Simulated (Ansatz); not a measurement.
H₅NOSeSi, SMILES N[Se]O[SiH3].

Coordinates come from a B3LYP-D3(BJ)/def2-SVP optimisation. This is a generated structure with no PubChem entry under its InChIKey; it may be hypothetical. One conformer was computed; it need not be the lowest.

Two levels are set side by side: PBE/def2-SVPD (Ansatz, a first-principles code) and CAM-B3LYP/def2-SVPD (Ansatz). Energy differences of separate SCF runs at the same geometry; the states with an electron removed or added have multiplicity 2 and 2. Differences are taken from unrounded values.

```json
[
 {"quantity": "vertical ionisation energy (eV)", "CAM-B3LYP": "9.02", "PBE": "8.68", "PBE minus CAM-B3LYP": "-0.34"},
 {"quantity": "vertical singlet–triplet gap (eV)", "CAM-B3LYP": "3.36", "PBE": "3.17", "PBE minus CAM-B3LYP": "-0.19"}
]
```
